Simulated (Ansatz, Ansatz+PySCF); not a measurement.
| atom | x (Å) | y (Å) | z (Å) |
| --- | --- | --- | --- |
| Cu | 0.0000 | 0.0000 | 0.0000 |
| F | 0.0000 | 0.0000 | 1.7000 |
| F | 0.0000 | 0.0000 | -1.7000 |

Basis set: def2-SVP (spherical functions). Charge 0, multiplicity 2.

Computed with Ansatz (development build ahead of 0.2.0); each method stands on the lowest determinant of its kind that the runs found. Restricted functionals stand beside restricted open-shell atoms, which can lie above the unrestricted atoms usual in DFT and then raise those values.

The atomization energy at this shape (free ground-state atoms in the same class of orbitals less the molecule, no zero-point energy) of doublet CuF₂:

| method | atomization energy |
| --- | --- |
| PBE0 (unrestricted) | 173.01 kcal/mol |
| UHF | 134.01 kcal/mol |
| ROHF | 136.57 kcal/mol |

(1) What does PBE0 (restricted open-shell) give?

Answers

(1) 174.47 kcal/mol. Caution for ROHF: no wide search was run, a lower solution can exist.
